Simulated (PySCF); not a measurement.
Geometry:
| atom | x (Å) | y (Å) | z (Å) |
| --- | --- | --- | --- |
| C1 | 2.318 | -0.359 | -0.545 |
| C2 | 1.645 | 0.519 | 0.212 |
| B3 | 0.098 | 0.748 | 0.130 |
| N4 | -0.769 | -0.309 | -0.134 |
| C5 | -2.200 | -0.249 | -0.285 |
| H6 | 3.406 | -0.478 | -0.491 |
| H7 | 1.807 | -0.993 | -1.280 |
| H8 | 2.234 | 1.150 | 0.891 |
| H9 | -0.385 | 1.851 | 0.287 |
| H10 | -0.379 | -1.243 | -0.217 |
| H11 | -2.534 | 0.791 | -0.171 |
| H12 | -2.722 | -0.858 | 0.472 |
| H13 | -2.525 | -0.601 | -1.279 |

Geometry: PBE0-D3(BJ)/def2-SVP; GIAO absolute shieldings from PySCF, gas phase, non-relativistic, averaged over equivalent atoms.

At PBE0/pcSseg-0 (61 basis functions, 4.3 s wall time on 1 thread of an Arm Neoverse V2, shared host):
| atoms | σ (ppm) |
| --- | --- |
| C2 | 38.6 |
| C1 | 52.4 |
| C5 | 154.3 |
| B3 | 68.9 |
| N4 | 150.1 |
| H8 | 26.08 |
| H6 | 26.70 |
| H7 | 26.84 |
| H9 | 26.88 |
| H10 | 29.42 |
| H11/H12/H13 | 29.64 |

Question: Predict the values at PBE0/def2-SVP on the same geometry.

Answer: 
```json
{"atoms": "C2", "σ at PBE0/def2-SVP": "53.1", "change": "+14.5"}
{"atoms": "C1", "σ at PBE0/def2-SVP": "66.9", "change": "+14.5"}
{"atoms": "C5", "σ at PBE0/def2-SVP": "159.1", "change": "+4.8"}
{"atoms": "B3", "σ at PBE0/def2-SVP": "75.8", "change": "+6.9"}
{"atoms": "N4", "σ at PBE0/def2-SVP": "157.9", "change": "+7.8"}
{"atoms": "H8", "σ at PBE0/def2-SVP": "24.85", "change": "-1.23"}
{"atoms": "H6", "σ at PBE0/def2-SVP": "25.72", "change": "-0.98"}
{"atoms": "H7", "σ at PBE0/def2-SVP": "25.67", "change": "-1.17"}
{"atoms": "H9", "σ at PBE0/def2-SVP": "26.34", "change": "-0.54"}
{"atoms": "H10", "σ at PBE0/def2-SVP": "27.46", "change": "-1.96"}
{"atoms": "H11/H12/H13", "σ at PBE0/def2-SVP": "28.57", "change": "-1.07"}
```

The largest change is at C2 (alkene CH). Cost: 110 basis functions, 7.5 s wall time on 1 thread of an Arm Neoverse V2, shared host. The order of the carbon signals is the same at both levels.

A carbon bonded to boron is broadened by the quadrupolar boron nucleus and is often missing from a measured spectrum.
